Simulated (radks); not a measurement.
Question: Species: Te4+. Configuration: [Kr] 4d10 5s2. All-electron calculation, scalar-relativistic Kohn-Sham, exchange-only B88, spin-polarised, spherical densities, point nucleus. Program: a radial shooting solver on a logarithmic mesh with Libxc functionals. Some entries of the table are withheld. Estimate them.

orbital,occ.,eigenvalue (hartree),<1/r> (bohr^-1),<r^2> (bohr^2)
1s,2,-1164.110,55.58,0.001048
2s,2,-179.8353,12.72,0.01694
2p,6,-161.6086,(1),0.01339
3s,2,-37.02004,4.544,0.1186
3p,6,-31.09614,4.323,0.1190
3d,10,-22.13623,4.088,0.1043
4s,2,-7.57441,1.824,0.6594
4p,6,-5.73624,1.667,0.7658
4d,10,-3.05449,1.379,1.081
5s,2,-1.92322,0.6958,3.929
5p,0,(2),0.6016,5.160

Answer: 
(1) 2p <1/r> (bohr^-1): 12.19
(2) 5p eigenvalue (hartree): -1.49386
